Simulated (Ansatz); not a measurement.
Isomers of CH$_{3}$F$_{2}$NSi, relaxed with PBE0-D4/def2-TZVP in Ansatz; electronic energies, one conformer each and not always the lowest. Functionals use def2-TZVPP; CBS adds triple-zeta CCSD(T) − MP2 to the MP2 limit of def2-TZVPP and def2-QZVPP.

(1) Order them by energy at frozen-core CCSD(T)/CBS, lowest first. (An estimate is asked.)
A. `F/C=N/[SiH2]F`
B. `C=N[SiH](F)F`
C. `FC1(F)N[SiH2]1`
D. `FC(F)=N[SiH3]`

(2) How do B3LYP-D4, PBE-D4, MP2/CBS(def2), B3LYP place them (kcal/mol, against `C=N[SiH](F)F`)? (Estimate.)

Answers

(1) B (0.0 kcal/mol), A (42.4 kcal/mol), D (90.1 kcal/mol), C (114.0 kcal/mol).

(2) Ansatz gave: 
```json
{"isomer": "`FC1(F)N[SiH2]1`", "B3LYP-D4": "110.3", "PBE-D4": "98.8", "MP2/CBS(def2)": "115.9", "B3LYP": "110.3"}
{"isomer": "`FC(F)=N[SiH3]`", "B3LYP-D4": "84.1", "PBE-D4": "76.9", "MP2/CBS(def2)": "92.4", "B3LYP": "83.8"}
{"isomer": "`F/C=N/[SiH2]F`", "B3LYP-D4": "39.0", "PBE-D4": "35.2", "MP2/CBS(def2)": "43.1", "B3LYP": "38.6"}
```

B3LYP here is the variant with VWN-RPA as its local correlation; programs differ in this.
